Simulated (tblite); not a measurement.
Q: What does the GFN2-xTB structure of `C(=C(/C=C)[SiH2]F)/C#N` look like in three dimensions?

A: 
```xyz
14
C5H6FNSi angstrom
C     -0.943   -1.607    1.081
C     -1.049   -0.511    0.336
C      0.079    0.247   -0.169
C     -0.132    1.351   -0.921
C     -1.404    1.836   -1.263
N     -2.438    2.246   -1.550
Si     1.854   -0.286    0.211
F      2.795    0.801   -0.516
H      0.014   -2.013    1.366
H     -1.812   -2.136    1.431
H     -2.030   -0.135    0.070
H      0.694    1.932   -1.308
H      2.174   -0.171    1.626
H      2.196   -1.554   -0.416
```

Orientation and origin are arbitrary. Atoms count from 1 in this order. The 4 C–C bonds span 1.329 Å (C1=C2, drawn double) to 1.449 Å (C2–C3, drawn single), a spread of 0.120 Å. Si7 (fluorine-bound silicon) is distorted tetrahedral (angles from 104.9° to 115.8°). The 8 heavy atoms lie in one plane (0.001 Å rms). Of the pairs four or more bonds apart, Si7···H9 is among the closest relative to their van der Waals radii: 2.78 Å, 84 % of the sum of Bondi's values.

Bonds between heavy atoms (Å): C1=C2 1.329, C2–C3 1.449, C3=C4 1.352, C4–C5 1.404, C5≡N6 1.149, C3–Si7 1.892, Si7–F8 1.611.

Structure optimised with GFN2-xTB, isolated species.

Point group: Cs (every atom within 0.08 Å of its image). Its GFN2-xTB frequencies are all real (lowest 64 cm⁻¹). The numbers are those of one conformer (C1–C2–C3–C4 180°, C2–C3–Si7–F8 180°).

On one thread, Arm Neoverse N1 (aarch64), shared host with 64 logical CPUs at a one-minute load of 53, this took 0.36 s. That covers the optimisation of the geometry.

These are computed values.
